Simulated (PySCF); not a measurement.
Compound: C₇H₁₀OSi.
InChI=1S/C7H10OSi/c1-5-3-4-7(5)6(2)8-9/h3-4H,1H2,2,9H3/b7-6-

Method: TDDFT wB97X-D/def2-SVPD, vertical, gas phase, core orbitals frozen in the response in PySCF. Geometry: PBE0-D3(BJ)/def2-SVP, one conformer, isolated molecule. Torsions of this conformer, `[CH2:1]=[C:2]1[CH:3]=[CH:4]/[C:5]1=[C:6](\[CH3:7])[O:8][SiH3:9]`: C5–C6–O8–Si9 175°.

| state | E (eV) | ν̃ (cm⁻¹) | f | main configurations (H = HOMO, L = LUMO) |
| --- | --- | --- | --- | --- |
| S1 | 4.41 | 35550 | 0.059 | H→L (88%), H→L+1 (10%) |
| S2 | 5.30 | 42780 | 0.162 | H-1→L (62%), H→L+1 (24%), H-1→L+1 (8%) |
| S3 | 5.73 | 46240 | 0.0030 | H→L+2 (83%) |
| S4 | 5.81 | 46850 | 0.618 | H→L+1 (59%), H-1→L (17%), H-1→L+1 (14%) |
| S5 | 6.39 | 51530 | 0.0019 | H→L+3 (54%), H→L+4 (18%), H→L+5 (11%) |
| S6 | 6.40 | 51580 | 0.446 | H-1→L+1 (74%), H-1→L (18%) |

The lowest singlet lies at 4.41 eV (281 nm, ultraviolet) and is of moderate strength; its leading configuration is HOMO→LUMO (88%). The most intense listed level is S4 at 5.81 eV (213 nm, f = 0.618), 1.40 eV above S1. S5/S6 lie within about 0.01 eV of each other. Löwdin shares by element: HOMO carbon 62% or more, oxygen 13% (atoms not listed hold the other 25%); LUMO carbon 74% or more (atoms not listed hold the other 26%). Weighted by f, the mean energy of these states is 5.89 eV. The oscillator strengths of these states sum to 1.289; summed over the whole spectrum of an exact calculation they would give the number of electrons, 74 (Thomas–Reiche–Kuhn). The listed states span 1.99 eV, and the widest gap between neighbours is 0.90 eV (S1 to S2). Singlets were solved by full linear response.
